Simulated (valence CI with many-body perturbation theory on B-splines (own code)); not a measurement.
E1 line list for Xe XL

Method: configuration interaction combined with many-body perturbation theory (CI+MBPT): five valence electrons over a frozen Dirac-Fock core [Ne], a basis of 11 s, 11 p, 10 d, 8 f, 5 g, 2 h functions for each j, with the one-electron correlation potential Σ1, the two-electron term Σ2, the three-electron term Σ3, Breit, model QED; selected CI, second order for the rest, scaled by the run's own slope (own B-spline code, finite nucleus).

No measured spectrum was set against this ion. As an estimate, large intervals hold to a few tenths of a per cent, small ones and those within an open d or f shell to about a per cent. Among the levels kept, up to 4700 cm⁻¹ of a level comes from second order outside the variational space, and about a tenth of that is noise between levels of different J, which matters for small intervals.

Lines 151 to 200 of 547 in falling wavelength, among levels below 543.13 eV, chosen from the strongest by gf and those to the six lowest levels. Wavelengths and rates use the calculated energies. Electric multipoles are in the length gauge with retardation, E1 and E2 with the static RPA response of the core. Weak lines are less certain than strong ones. Lines between different terms over intervals too small for the method are left out, as are lines whose strength nearly cancels. Where a level lies close to another of its J and parity, the split of strength between their lines is uncertain. The highest levels of a list are the least certain.

Levels are named by their leading jj configuration (3d3/2^4 stands for four electrons in 3d with j = 3/2), which in mixed levels can hold well under half, so a name can repeat and another be missing. Letters in brackets count levels of one name in rising energy.

| λ vac (nm) | Upper | Lower | A (s⁻¹) | log gf | Branch % |
| --- | --- | --- | --- | --- | --- |
| 6.504 | (3s^2 3p3/2 3d3/2 3d5/2) J=5/2 [c] | (3s^2 3p3/2^2 3d3/2) J=3/2 [a] | 8.10e+10 | -0.51 | 11.2 |
| 6.504 | (3s 3p1/2 3p3/2^2 3d5/2) J=5/2 [f] | (3s 3p1/2 3p3/2^3) J=5/2 | 2.70e+11 | 0.01 | 61.9 |
| 6.497 | (3s 3p1/2^2 3d5/2^2) J=9/2 | (3s 3p1/2^2 3p3/2 3d5/2) J=9/2 | 2.03e+10 | -0.89 | 23.2 |
| 6.495 | (3s 3p1/2 3p3/2^2 3d5/2) J=5/2 [d] | (3s^2 3p1/2 3p3/2 3d5/2) J=5/2 [b] | 8.88e+10 | -0.47 | 20.5 |
| 6.494 | (3s^2 3p1/2 3d3/2 3d5/2) J=5/2 [b] | (3s^2 3p1/2 3p3/2 3d5/2) J=5/2 [a] | 2.42e+10 | -1.04 | 4.8 |
| 6.486 | (3s 3p1/2 3p3/2^2 3d3/2) J=7/2 [b] | (3s^2 3p1/2 3p3/2 3d3/2) J=7/2 | 1.19e+10 | -1.22 | 3.2 |
| 6.485 | (3s^2 3p3/2 3d5/2^2) J=3/2 | (3s^2 3p3/2^2 3d5/2) J=5/2 [a] | 6.63e+10 | -0.78 | 12.5 |
| 6.484 | (3s^2 3p3/2 3d3/2 3d5/2) J=7/2 [c] | (3s^2 3p3/2^2 3d5/2) J=7/2 | 2.58e+10 | -0.89 | 4.0 |
| 6.479 | (3s 3p1/2 3p3/2^2 3d5/2) J=3/2 [e] | (3s 3p1/2 3p3/2^3) J=3/2 | 9.62e+10 | -0.62 | 16.4 |
| 6.476 | (3s 3p1/2 3p3/2^2 3d5/2) J=3/2 [b] | (3s^2 3p1/2 3p3/2 3d5/2) J=3/2 [b] | 1.23e+11 | -0.51 | 25.3 |
| 6.473 | (3s^2 3p3/2 3d3/2 3d5/2) J=5/2 [c] | (3s^2 3p3/2^2 3d3/2) J=5/2 | 4.50e+10 | -0.77 | 6.2 |
| 6.470 | (3s 3p1/2 3p3/2^2 3d5/2) J=5/2 [b] | (3s^2 3p1/2 3p3/2 3d3/2) J=3/2 [b] | 3.54e+10 | -0.88 | 10.5 |
| 6.456 | (3s^2 3p1/2 3d5/2^2) J=3/2 | (3s^2 3p1/2 3p3/2 3d5/2) J=3/2 [a] | 8.68e+10 | -0.66 | 36.7 |
| 6.440 | (3s 3p1/2^2 3d3/2 3d5/2) J=7/2 [b] | (3s 3p1/2^2 3p3/2 3d3/2) J=7/2 | 2.13e+10 | -0.97 | 23.1 |
| 6.437 | (3s^2 3p1/2 3d3/2 3d5/2) J=3/2 [a] | (3s^2 3p1/2 3p3/2 3d3/2) J=1/2 [a] | 4.25e+10 | -0.98 | 10.6 |
| 6.431 | (3p1/2^2 3p3/2^2 3d3/2) J=3/2 | (3s 3p1/2^2 3p3/2 3d3/2) J=3/2 [b] | 6.06e+10 | -0.82 | 48.7 |
| 6.431 | (3s^2 3p3/2 3d3/2 3d5/2) J=9/2 [b] | (3s^2 3p3/2^2 3d3/2) J=7/2 | 2.52e+11 | 0.19 | 45.3 |
| 6.422 | (3s 3p1/2 3p3/2^2 3d3/2) J=7/2 [d] | (3s^2 3p1/2 3p3/2 3d3/2) J=5/2 [b] | 1.44e+11 | -0.15 | 31.6 |
| 6.416 | (3s^2 3p1/2 3d3/2 3d5/2) J=3/2 [a] | (3s^2 3p1/2 3p3/2 3d3/2) J=3/2 [a] | 8.15e+10 | -0.70 | 20.4 |
| 6.414 | (3s 3p1/2 3p3/2^2 3d5/2) J=5/2 [d] | (3s^2 3p1/2 3p3/2 3d5/2) J=3/2 [b] | 7.28e+10 | -0.57 | 16.8 |
| 6.412 | (3s 3p1/2 3p3/2^2 3d3/2) J=3/2 [f] | (3s^2 3p1/2 3p3/2 3d5/2) J=3/2 [b] | 8.89e+10 | -0.66 | 15.4 |
| 6.409 | (3s^2 3p1/2 3p3/2 3d5/2) J=3/2 [b] | (3s^2 3p1/2 3p3/2^2) J=3/2 | 1.06e+11 | -0.58 | 82.6 |
| 6.408 | (3s 3p1/2 3p3/2^2 3d3/2) J=9/2 [b] | (3s^2 3p1/2 3p3/2 3d3/2) J=7/2 | 1.68e+11 | 0.01 | 96.0 |
| 6.390 | (3s^2 3p1/2 3d5/2^2) J=9/2 | (3s^2 3p1/2 3p3/2 3d5/2) J=9/2 | 1.09e+11 | -0.17 | 56.6 |
| 6.384 | (3s 3p1/2^2 3d3/2 3d5/2) J=5/2 [b] | (3s 3p1/2^2 3p3/2 3d3/2) J=5/2 [a] | 4.41e+10 | -0.79 | 42.8 |
| 6.381 | (3s 3p1/2 3p3/2^2 3d5/2) J=7/2 [e] | (3s^2 3p1/2 3p3/2 3d5/2) J=5/2 [b] | 7.57e+10 | -0.43 | 15.7 |
| 6.377 | (3s 3p1/2 3p3/2^2 3d5/2) J=5/2 [f] | (3s^2 3p1/2 3p3/2 3d5/2) J=3/2 [c] | 3.31e+10 | -0.92 | 7.6 |
| 6.376 | (3s^2 3p3/2^2 3d5/2) J=3/2 | (3s^2 3p3/2^3) J=3/2 | 2.52e+11 | -0.21 | 89.3 |
| 6.373 | (3s 3p1/2^2 3p3/2 3d5/2) J=5/2 [b] | (3s^2 3p1/2^2 3d5/2) J=5/2 | 5.36e+10 | -0.71 | 29.1 |
| 6.372 | (3s 3p1/2 3p3/2^2 3d3/2) J=5/2 [c] | (3s^2 3p1/2 3p3/2 3d5/2) J=3/2 [a] | 4.53e+10 | -0.78 | 15.2 |
| 6.369 | (3s 3p1/2 3p3/2^2 3d5/2) J=3/2 [d] | (3s 3p1/2 3p3/2^3) J=5/2 | 9.58e+10 | -0.63 | 17.8 |
| 6.369 | (3s 3p1/2^2 3p3/2 3d5/2) J=7/2 [a] | (3s 3p1/2^2 3p3/2^2) J=5/2 | 3.93e+10 | -0.72 | 47.3 |
| 6.367 | (3s 3p1/2 3p3/2^2 3d5/2) J=7/2 [b] | (3s^2 3p1/2 3p3/2 3d5/2) J=5/2 [a] | 1.18e+10 | -1.24 | 4.9 |
| 6.366 | (3s 3p1/2 3p3/2^2 3d3/2) J=1/2 [c] | (3s^2 3p1/2 3p3/2 3d3/2) J=3/2 [b] | 9.94e+10 | -0.92 | 12.7 |
| 6.361 | (3s^2 3p1/2 3p3/2 3d5/2) J=3/2 [c] | (3s^2 3p1/2 3p3/2^2) J=5/2 | 5.11e+10 | -0.91 | 26.5 |
| 6.357 | (3s 3p3/2^3 3d3/2) J=5/2 | (3s^2 3p3/2^2 3d3/2) J=3/2 [b] | 2.08e+10 | -1.12 | 2.5 |
| 6.352 | (3s^2 3p3/2 3d3/2 3d5/2) J=9/2 [b] | (3s^2 3p3/2^2 3d5/2) J=9/2 | 5.63e+10 | -0.47 | 10.1 |
| 6.350 | (3s^2 3p3/2 3d3/2 3d5/2) J=3/2 [b] | (3s^2 3p3/2^2 3d3/2) J=3/2 [a] | 6.01e+10 | -0.84 | 8.1 |
| 6.350 | (3s 3p1/2 3p3/2^2 3d5/2) J=3/2 [a] | (3s^2 3p1/2 3p3/2 3d3/2) J=5/2 [b] | 6.39e+10 | -0.81 | 19.0 |
| 6.346 | (3s^2 3p1/2 3d5/2^2) J=1/2 | (3s^2 3p1/2 3p3/2 3d5/2) J=1/2 | 1.49e+11 | -0.74 | 44.8 |
| 6.336 | (3s 3p1/2 3p3/2^2 3d5/2) J=1/2 [b] | (3s^2 3p1/2 3p3/2 3d5/2) J=3/2 [a] | 1.08e+11 | -0.89 | 64.9 |
| 6.333 | (3s^2 3p3/2 3d3/2 3d5/2) J=3/2 [c] | (3s^2 3p3/2^2 3d3/2) J=1/2 | 7.03e+10 | -0.77 | 9.6 |
| 6.329 | (3s^2 3p1/2 3p3/2 3d5/2) J=5/2 [b] | (3s^2 3p1/2 3p3/2^2) J=3/2 | 1.84e+11 | -0.18 | 68.9 |
| 6.326 | (3s^2 3p1/2 3d3/2 3d5/2) J=1/2 | (3s^2 3p1/2 3p3/2 3d3/2) J=1/2 [a] | 1.92e+11 | -0.64 | 71.5 |
| 6.324 | (3s 3p3/2^3 3d3/2) J=1/2 [b] | (3s^2 3p3/2^2 3d3/2) J=3/2 [a] | 1.79e+11 | -0.67 | 20.7 |
| 6.321 | (3s^2 3p3/2 3d3/2 3d5/2) J=3/2 [b] | (3s^2 3p3/2^2 3d3/2) J=5/2 | 5.29e+10 | -0.90 | 7.1 |
| 6.320 | (3s 3p3/2^3 3d5/2) J=7/2 [b] | (3s^2 3p3/2^2 3d5/2) J=5/2 [a] | 7.48e+10 | -0.45 | 13.0 |
| 6.314 | (3s 3p1/2 3p3/2^2 3d5/2) J=7/2 [c] | (3s^2 3p1/2 3p3/2 3d3/2) J=5/2 [b] | 7.27e+10 | -0.46 | 30.7 |
| 6.307 | (3s 3p1/2^2 3p3/2 3d5/2) J=3/2 [b] | (3s^2 3p1/2^2 3d5/2) J=5/2 | 7.16e+10 | -0.77 | 39.3 |
| 6.306 | (3s 3p1/2 3p3/2^2 3d3/2) J=3/2 [b] | (3s^2 3p1/2 3p3/2 3d3/2) J=5/2 [a] | 2.42e+10 | -1.24 | 5.9 |

Question: How does gf follow from A for the line at 6.409 nm?

Answer: gf = 1.4992 × (2J+1)_upper × A / σ², with σ = 1560249 cm⁻¹ and 2J+1 = 4: gf = 0.260.
